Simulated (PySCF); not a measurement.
# Cd: ionisation energy

Cd [Kr] 4d10 5s2 (1S) → Cd⁺ [Kr] 4d10 5s1 (2S), as a difference of total energies. All numbers are calculated (PySCF 2.14, scalar relativity through the core potential, in aug-cc-pVTZ-PP with ECP28MDF (6s6p5d3f2g, 88 functions)). Correlated levels: valence: 4s2 4p6 frozen. The calculations carry no spin-orbit coupling.

```tsv
method	ionisation energy (eV)	error (eV)
UHF	7.346	-1.648
MP2 (valence)	8.894	-0.100
SCS-MP2 (valence)	8.864	-0.130
CCSD (valence)	8.742	-0.252
CCSD(T) (valence)	8.880	-0.114
```

Reference: 8.994 eV (measured; NIST Atomic Spectra Database, ionization energies).

Errors of the correlated levels include the incompleteness of this basis and the frozen core.
